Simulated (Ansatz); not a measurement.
B₉N₁₀H₂₈⁺, a nanocrystal cut from zinc blende BN (hydrogen-capped). The state is a singlet with charge 1. Geometry r2SCAN-D4/def2-SVP.

```xyz
47

N    -2.458    0.727    1.032
N    -3.276   -1.008   -0.585
N    -1.774   -1.661    1.316
N    -0.032    0.053    0.525
N    -0.848   -1.679   -1.085
N     3.203    1.146    1.920
N     2.432   -0.586    0.205
N    -1.531    0.705   -1.369
N     0.889    0.042   -1.788
N     1.748    1.799   -0.078
B    -2.993   -0.746    0.934
B    -1.183    1.042    0.101
B     2.113    2.184    1.429
B    -2.008   -0.763   -1.578
B    -0.468   -1.455    0.397
B     1.270    0.325   -0.325
B     0.463   -1.477   -2.006
B     2.850   -0.386    1.735
B    -0.254    1.024   -2.303
H    -3.203    1.393    0.801
H    -2.236    0.968    2.004
H    -4.062   -0.435   -0.908
H    -3.624   -1.962   -0.726
H    -1.520   -1.532    2.302
H    -2.045   -2.649    1.281
H     0.262    0.252    1.491
H    -1.079   -2.661   -1.254
H     3.324    1.300    2.925
H     4.127    1.365    1.534
H     2.142   -1.564    0.078
H     3.254   -0.505   -0.403
H    -2.231    1.358   -1.732
H     1.679    0.193   -2.420
H     0.999    2.426   -0.397
H     2.527    2.030   -0.704
H    -3.962   -0.940    1.640
H    -0.898    2.211    0.273
H     1.110    2.034    2.115
H     2.544    3.321    1.462
H    -2.372   -1.002   -2.709
H     0.375   -2.233    0.802
H     1.333   -2.241   -1.596
H     0.187   -1.678   -3.170
H     1.875   -0.638    2.433
H     3.808   -1.091    1.986
H     0.061    2.198   -2.124
H    -0.521    0.793   -3.464
```

Single mean-field runs in def2-SVP, def2-TZVP are fitted with def2-universal-jkfit.

**Question.** Estimate the orbital energies around the gap (eV) in Ansatz with PBE-D4/def2-SVP, PBE-D4/def2-TZVP, PBE0-D4/def2-SVP, PBE0-D4/def2-TZVP, ωB97X-V/def2-TZVP.

**Answer.** 
| orbital | PBE-D4/def2-SVP | PBE-D4/def2-TZVP | PBE0-D4/def2-SVP | PBE0-D4/def2-TZVP | ωB97X-V/def2-TZVP |
| --- | --- | --- | --- | --- | --- |
| HOMO−13 | -12.49 | -12.54 | -14.05 | -14.07 | -16.67 |
| HOMO−12 | -12.35 | -12.44 | -13.92 | -13.96 | -16.46 |
| HOMO−11 | -11.87 | -11.91 | -13.38 | -13.37 | -15.84 |
| HOMO−10 | -11.36 | -11.47 | -12.88 | -12.95 | -15.51 |
| HOMO−9 | -10.98 | -11.07 | -12.45 | -12.50 | -15.01 |
| HOMO−8 | -10.75 | -10.85 | -12.21 | -12.27 | -14.80 |
| HOMO−7 | -10.48 | -10.56 | -11.88 | -11.91 | -14.38 |
| HOMO−6 | -10.33 | -10.40 | -11.72 | -11.74 | -14.21 |
| HOMO−5 | -10.23 | -10.33 | -11.65 | -11.71 | -14.19 |
| HOMO−4 | -10.21 | -10.31 | -11.62 | -11.66 | -14.11 |
| HOMO−3 | -9.94 | -10.04 | -11.33 | -11.40 | -13.91 |
| HOMO−2 | -9.56 | -9.66 | -10.94 | -11.00 | -13.48 |
| HOMO−1 | -9.32 | -9.46 | -10.70 | -10.79 | -13.28 |
| HOMO | -8.99 | -9.13 | -10.34 | -10.44 | -12.91 |
| LUMO | -3.98 | -4.44 | -3.06 | -3.60 | -1.80 |
| LUMO+1 | -3.12 | -3.64 | -2.18 | -2.80 | -1.00 |
| LUMO+2 | -3.05 | -3.59 | -2.09 | -2.75 | -0.96 |
| LUMO+3 | -3.03 | -3.54 | -2.08 | -2.70 | -0.91 |
| LUMO+4 | -2.45 | -2.98 | -1.48 | -2.12 | -0.32 |
| LUMO+5 | -2.45 | -2.93 | -1.47 | -2.04 | -0.18 |
